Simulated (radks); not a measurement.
Question: Ho+, 66 electrons, occupied as [Xe] 4f11 5d1 (not the ground configuration). Calculated with a radial shooting solver on a logarithmic mesh with Libxc functionals: scalar-relativistic Kohn-Sham, SCAN, spin-polarised, spherical densities, finite nucleus; open shells are filled with parallel spins first (spin-orbit coupling, left out, can overturn this in heavy ions); meta-GGA in the generalised Kohn-Sham scheme; Fermi nuclear charge, rms radius 5.2022 fm. Some entries of the table are withheld. Estimate them.

| orbital | occ. | eigenvalue (eV) | <1/r> (bohr^-1) | <r> (bohr) |
|---|---|---|---|---|
| 1s down | 1 | -55571.32 | 76.04 | 0.02074 |
| 1s up | 1 | -55571.32 | 76.04 | 0.02074 |
| 2s up | 1 | -9322.457 | 17.71 | 0.08805 |
| 2s down | 1 | -9322.381 | 17.71 | 0.08805 |
| 2p up | 3 | -8255.387 | 16.38 | 0.07806 |
| 2p down | 3 | -8255.329 | 16.38 | 0.07806 |
| 3s up | 1 | -2096.585 | 6.529 | 0.2296 |
| 3s down | 1 | -2095.128 | 6.533 | 0.2294 |
| 3p up | 3 | -1768.220 | 6.102 | 0.2288 |
| 3p down | 3 | -1766.710 | 6.106 | 0.2286 |
| 3d up | 5 | -1351.516 | 5.777 | 0.2080 |
| 3d down | 5 | -1350.282 | 5.781 | 0.2079 |
| 4s up | 1 | -423.6980 | 2.746 | 0.5186 |
| 4s down | 1 | -420.4511 | 2.744 | 0.5189 |
| 4p up | 3 | -315.0963 | 2.518 | 0.5496 |
| 4p down | 3 | -311.8771 | 2.515 | 0.5501 |
| 4d up | 5 | -168.1007 | 2.222 | 0.5961 |
| 4d down | 5 | -164.8556 | 2.218 | 0.5972 |
| 5s up | 1 | -56.4725 | 1.040 | 1.273 |
| 5s down | 1 | -55.6173 | 1.029 | 1.285 |
| 5p up | 3 | -31.5301 | (1) | 1.525 |
| 5p down | 3 | -30.7471 | (2) | 1.526 |
| 4f up | 7 | (3) | 1.609 | 0.8414 |
| 4f down | 4 | (4) | 1.580 | 0.8732 |
| 5d up | 1 | -5.9620 | 0.4542 | 2.904 |

Answer: 
(1) 5p up <1/r> (bohr^-1): 0.8563
(2) 5p down <1/r> (bohr^-1): 0.8531
(3) 4f up eigenvalue (eV): -9.2215
(4) 4f down eigenvalue (eV): -6.1559
